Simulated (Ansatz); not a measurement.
Program: Ansatz. Geometries: PBE0-D4/def2-TZVP. ΔE: electronic, gas phase. CCSD(T)/CBS is the MP2 limit (def2-TZVPP, def2-QZVPP) plus CCSD(T) − MP2 in def2-TZVPP, frozen cores. This one scheme is used for every species. Functionals use def2-TZVPP. B3LYP here is the variant with VWN-RPA as its local correlation; programs differ in this. Each species was taken in one conformer, which may not be the lowest.

`[AlH2][NH][SiH2][SiH3]` + HCl → `[SiH3][SiH2]Cl` + `[NH2][AlH2]`  (ligand exchange at the Si–N bond)

Q: Is it downhill or uphill in electronic energy at CCSD(T)/CBS, and by how much? (Best estimate.)

A: Computed: Downhill: ΔE = -0.44 eV.

Q: What do these levels give: r2SCAN-D4, PBE, B3LYP, SCS-MP2/def2-TZVPP, HF/def2-QZVPP, HF/CBS(def2)? (Estimate.)

A: The calculation gave: r2SCAN-D4 -0.48, PBE -0.51, B3LYP -0.51, SCS-MP2/def2-TZVPP -0.42, HF/def2-QZVPP -0.51, HF/CBS(def2) -0.51 eV.

Largest T1 diagnostic among the species: 0.013.

In def2-TZVPP, CCSD(T) changes the Hartree–Fock value by +0.12 eV (the triples alone add +0.01 eV) and MP2 by +0.09 eV. The D4 term adds +0.06 eV with B3LYP and +0.04 eV with PBE0; it sums over pairs of atoms, weighted by their polarisabilities, and B3LYP, whose exchange is more repulsive, gets the larger term.
